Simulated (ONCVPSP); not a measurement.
**Potentials for V (Z = 23) compared**

Generated with ld1.x 7.5 (TM, RRKJ, ultrasoft, PAW), atompaw 4.2 or ONCVPSP 4.0.1. The cutoff is in Ry: for ld1.x and atompaw files where the sum of valence levels is converged to 10 mRy in a Bessel basis, for ONCV files where the hardest occupied wave has 1 mHa per electron of residual kinetic energy. The error is the largest all-electron minus pseudo excitation energy over each file’s own four to seven test configurations (ionisations up to +4, promotions, holes and added fractions of an electron), all of which were solved. The labels leave out finer settings (local radius, basis sizes, second energies), which also bear on the numbers. Spin-polarised tests are not counted. The rows are a selection from randomly drawn settings: files with unsolved tests, undetermined cutoffs or missed reference levels are left out.

A true bound ghost makes a file unfit for plane-wave use even where its test errors are small: the radial tests pick states by their node count and pass the ghost by.

```tsv
potential	cutoff (Ry)	largest error (meV)	bound ghosts
ONCV, PBE, scalar-relativistic, rc 1.55/1.25/1.40/1.60 (spdf), local smoothed, core correction yes, reference 3s2 3p6 3d2, qcut 9/13.7/10.6/6.6, projectors 1/2/2/2	101	+302	none
ONCV, LDA (Perdew-Zunger), fully relativistic, rc 1.45/1.30/2.00 (spd), local smoothed, core correction no, reference 3s2 3p6 3d4 4s1, qcut 10.9/11.8/6.3, projectors 2/2/2	76	+58	none
ONCV, LDA (Perdew-Wang 92), fully relativistic, rc 1.20/1.55/1.75 (spd), local smoothed, core correction no, reference 3s2 3p6 3d2, qcut 10.2/10.6/10.9, projectors 2/2/2	80	+50	none
ONCV, BLYP, non-relativistic, rc 1.25/1.00/2.10 (spd), local smoothed, core correction no, reference 3s2 3p6 3d3 4s2, qcut 7.9/7.5/9.1, projectors 2/2/2	54	+93	none
ONCV, PBE, scalar-relativistic, rc 1.70/1.00/1.35 (spd), local smoothed, core correction yes, reference 3s2 3p6 3d3 4s2, qcut 7.3/7.6/13.3, projectors 2/2/1	110	-1.7	none
```

Question: Fill in the row for V: ONCV, PBE, scalar-relativistic, rc 1.40/1.40/1.95 (spd), local smoothed, core correction yes, reference 3s2 3p6 3d3 4s2, qcut 10.2/12/6.4, projectors 2/2/2.

Answer: cutoff 63 Ry, largest error +119 meV, bound ghosts: none.

Question: Fill in the row for V: ONCV, PBE, fully relativistic, rc 0.95/1.60/1.50 (spd), local smoothed, core correction yes, reference 3s2 3p6 3d2, qcut 7.4/10.8/10.3, projectors 2/3/2.

Answer: cutoff 230 Ry, largest error +37 meV, bound ghosts: none.

Question: Fill in the row for V: ONCV, PBEsol, scalar-relativistic, rc 2.95/1.25/1.25 (spd), local smoothed, core correction yes, reference 3p6 3d3 4s2, qcut 2.3/13.3/13.4, projectors 2/2/3.

Answer: cutoff 126 Ry, largest error +69 meV, bound ghosts: s.
